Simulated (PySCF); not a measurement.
Two species compared at the same levels of theory.

First species: C₄H₁₁NO₃Si₂.
SMILES: `O=CN1CCCO[Si@@H]1O[SiH3]`

Second species: C₄H₉FO₃Si.
SMILES: `CO[SiH2]O/C(=C/F)OC`

Levels: PBE0/pcSseg-1 for HOMO energy, LUMO energy and HOMO–LUMO gap. Geometries: GFN2-xTB. Each structure is a single optimised conformer of the isolated species, non-relativistic unless stated; the electronic structure was computed with PySCF and density fitting.

Dipoles, sizes and rotational constants follow the conformer. The torsions of the flexible species, by atom-mapped SMILES:
- `[CH3:1][O:2][SiH2:3][O:4]/[C:5](=[CH:6]/[F:7])[O:8][CH3:9]`: C1–O2–Si3–O4 56°, O2–Si3–O4–C5 172°, Si3–O4–C5–C6 179°, O4–C5–O8–C9 180°

The conformers of `O=CN1CCCO[Si@@H]1O[SiH3]` aren't listed.

Values for the first species:

| Quantity | Value |
| --- | --- |
| HOMO energy | -7.58 eV |
| LUMO energy | 0.17 eV |
| HOMO–LUMO gap | 7.75 eV |

(1) Estimate the same properties for the second species, and the change in each.

Results:

(1) 
| property | first | second | second less first |
| --- | --- | --- | --- |
| HOMO energy | -7.58 eV | -6.16 eV | +1.42 eV |
| LUMO energy | 0.17 eV | 1.19 eV | +1.02 eV |
| HOMO–LUMO gap | 7.75 eV | 7.35 eV | -0.40 eV |

